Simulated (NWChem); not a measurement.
System meant: cyclohexanone (C6H10O); SMILES O=C1CCCCC1

NWChem input:

```
start job
memory heap 200 mb stack 900 mb global 1100 mb
geometry units angstroms noautoz
  O     -0.262413    -2.319384     0.000000
  C      0.119323    -1.164360     0.000000
  C      0.375754    -0.387352     1.286910
  C     -0.305174     0.997953     1.266827
  C      0.056661     1.786979     0.000000
  C     -0.305174     0.997953    -1.266827
  C      0.375754    -0.387352    -1.286910
  H      1.464177    -0.247774     1.379814
  H      0.045750    -0.996942     2.133246
  H     -0.024093     1.559422     2.165957
  H     -1.394929     0.862756     1.310362
  H     -0.458981     2.755292     0.000000
  H      1.134969     2.005530     0.000000
  H     -0.024093     1.559422    -2.165957
  H     -1.394929     0.862756    -1.310362
  H      0.045750    -0.996942    -2.133246
  H      1.464177    -0.247774    -1.379814
end
basis spherical
  O library def2-svp
  C library def2-svp
  H library def2-svp
end
dft
  xc b3lyp
  iterations 4
  mulliken
end
task dft energy
```

End of the output:

```
    Atom       Charge   Shell Charges
 -----------   ------   -------------------------------------------------------
    1 O    8     8.15   1.97  0.93  0.65  2.69  1.88  0.03
    2 C    6     5.92   1.96  0.63  0.29  1.82  1.00  0.21
    3 C    6     6.05   1.96  0.60  0.29  1.94  1.18  0.08
    4 C    6     6.03   1.96  0.59  0.29  1.92  1.18  0.09
    5 C    6     6.03   1.96  0.59  0.29  1.93  1.18  0.09
    6 C    6     6.03   1.96  0.59  0.29  1.92  1.18  0.09
    7 C    6     6.05   1.96  0.60  0.29  1.94  1.18  0.08
    8 H    1     0.96   0.64  0.26  0.07
    9 H    1     0.97   0.64  0.26  0.07
   10 H    1     0.98   0.65  0.26  0.07
   11 H    1     0.98   0.65  0.27  0.07
   12 H    1     0.98   0.65  0.26  0.07
   13 H    1     0.98   0.65  0.27  0.07
   14 H    1     0.98   0.65  0.26  0.07
   15 H    1     0.98   0.65  0.27  0.07
   16 H    1     0.97   0.64  0.26  0.07
   17 H    1     0.96   0.64  0.26  0.07

 center of mass
 --------------
 x =  -0.01706136 y =   0.13679893 z =  -0.00000000

 moments of inertia (a.u.)
 ------------------
        1042.838632884294          -0.000000000000          -0.000000000000
          -0.000000000000         431.380206777589          -0.000000000000
          -0.000000000000          -0.000000000000         730.072562929175

     Multipole analysis of the density
     ---------------------------------

     L   x y z        total         alpha         beta         nuclear
     -   - - -        -----         -----         ----         -------
     0   0 0 0      0.000000    -27.000000    -27.000000     54.000000

     1   1 0 0      0.345332      0.172666      0.172666     -0.000000
     1   0 1 0     -1.172052     -0.586026     -0.586026     -0.000000
     1   0 0 1     -0.000000     -0.000000     -0.000000     -0.000000

     2   2 0 0    -31.573875    -39.093168    -39.093168     46.612462
     2   1 1 0      1.349261     -1.155438     -1.155438      3.660137
     2   1 0 1      0.000000      0.000000      0.000000      0.000000
     2   0 2 0    -38.405986   -205.337431   -205.337431    372.268877
     2   0 1 1     -0.000000     -0.000000     -0.000000     -0.000000
     2   0 0 2    -31.170464   -131.391174   -131.391174    231.611885

 ------------------------------------------------------------------------
 dft energy failed                                                                                  0
 ------------------------------------------------------------------------
 ------------------------------------------------------------------------
  current input line :
    32: task dft energy
 ------------------------------------------------------------------------
 ------------------------------------------------------------------------
 This type of error is most commonly associated with calculations not reaching convergence criteria
 ------------------------------------------------------------------------
 For more information see the NWChem manual at https://nwchemgit.github.io

0:dft energy failed:Received an Error in Communication
```

Q: Find the fault in this run and fix the input.

A: Convergence was not reached. Cause: the SCF was allowed too few iterations. This input runs:
```
start job
memory heap 200 mb stack 900 mb global 1100 mb
geometry units angstroms noautoz
  O     -0.262413    -2.319384     0.000000
  C      0.119323    -1.164360     0.000000
  C      0.375754    -0.387352     1.286910
  C     -0.305174     0.997953     1.266827
  C      0.056661     1.786979     0.000000
  C     -0.305174     0.997953    -1.266827
  C      0.375754    -0.387352    -1.286910
  H      1.464177    -0.247774     1.379814
  H      0.045750    -0.996942     2.133246
  H     -0.024093     1.559422     2.165957
  H     -1.394929     0.862756     1.310362
  H     -0.458981     2.755292     0.000000
  H      1.134969     2.005530     0.000000
  H     -0.024093     1.559422    -2.165957
  H     -1.394929     0.862756    -1.310362
  H      0.045750    -0.996942    -2.133246
  H      1.464177    -0.247774    -1.379814
end
basis spherical
  * library def2-svp
end
dft
  xc b3lyp
  iterations 150
  mulliken
end
task dft energy
```
It converges to -309.66621 Ha (B3LYP/def2-SVP).
